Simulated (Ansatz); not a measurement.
Species: NiCl$_{2}$, charge 0, multiplicity 3. The spin state was set by rule; other spins were not relaxed. 
Geometry from a B3LYP-D3(BJ)/def2-TZVP (Ansatz, a first-principles code) optimisation:
```xyz
3

Ni     0.0000     0.0000     0.0000
Cl     0.0000     0.0000     2.0751
Cl     0.0000     0.0000    -2.0751
```
Charge 0, spin multiplicity 3.

Basis-set convergence of Hartree-Fock and MP2 correlation energies (hartree) with Ansatz. Valence correlation only, unless marked. UHF or UKS for open shells. No spin-orbit coupling. Frozen are the shells of the preceding noble gas and the d and f shells that filled before the atom's block. No relativistic terms.

```json
[
 {"basis": "def2-SVP", "functions": "67", "E(HF)": "-2425.47969", "E(corr, MP2)": "-0.45900"},
 {"basis": "def2-TZVPP", "functions": "148", "E(HF)": "(withheld)", "E(corr, MP2)": "(withheld)"}
]
```

Question: Complete the blanks.

Answer: 
- def2-TZVPP, E(HF): -2426.00889
- def2-TZVPP, E(corr, MP2): -0.70648
